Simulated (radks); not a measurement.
Species: Lu. Configuration: [Xe] 4f14 5d1 6s2. Method: scalar-relativistic Kohn-Sham, LDA (Slater exchange, Perdew-Wang correlation), spin-polarised, spherical densities, finite nucleus; open shells are filled with parallel spins first (spin-orbit coupling, left out, can overturn this in heavy ions); Fermi nuclear charge, rms radius 5.37 fm; hard spherical wall at 10 bohr; computed with a radial shooting solver on a logarithmic mesh with Libxc functionals.

Normalised radial functions P(r) = r R(r), r in bohr:

r           5d up
0.001112   0.0000
0.001295   0.0000
0.001507   0.0000
0.001755   0.0000
0.002043   0.0000
0.002378   0.0000
0.002769   0.0000
0.003223   0.0001
0.003752   0.0001
0.004368   0.0001
0.005085   0.0002
0.00592    0.0003
0.006892   0.0005
0.007959   0.0008
0.009266   0.0011
0.01079    0.0017
0.01256    0.0025
0.01462    0.0037
0.01702    0.0055
0.01981    0.0080
0.02307    0.0115
0.02685    0.0164
0.03126    0.0231
0.03639    0.0321
0.04237    0.0438
0.04932    0.0585
0.05742    0.0761
0.06684    0.0961
0.07782    0.1172
0.09059    0.1368
0.1055     0.1513
0.1228     0.1560
0.1429     0.1457
0.1664     0.1162
0.1937     0.0657
0.2255    -0.0032
0.2625    -0.0827
0.3056    -0.1593
0.3558    -0.2166
0.4142    -0.2388
0.4822    -0.2161
0.5613    -0.1469
0.6535    -0.0389
0.7608     0.0939
0.8857     0.2341
1.023      0.3588
1.191      0.4690
1.386      0.5488
1.614      0.5948
1.879      0.6080
2.187      0.5928
2.546      0.5551
2.964      0.5009
3.451      0.4355
4.017      0.3635
4.677      0.2891
5.444      0.2167
6.338      0.1502
7.379      0.0924
8.59       0.0437
10         0.0000

5d up: eigenvalue -1.991 eV, 2 radial nodes at r = 0.224, 0.685 bohr, <r> = 2.79 bohr, 90 % of the charge inside 4.68 bohr.
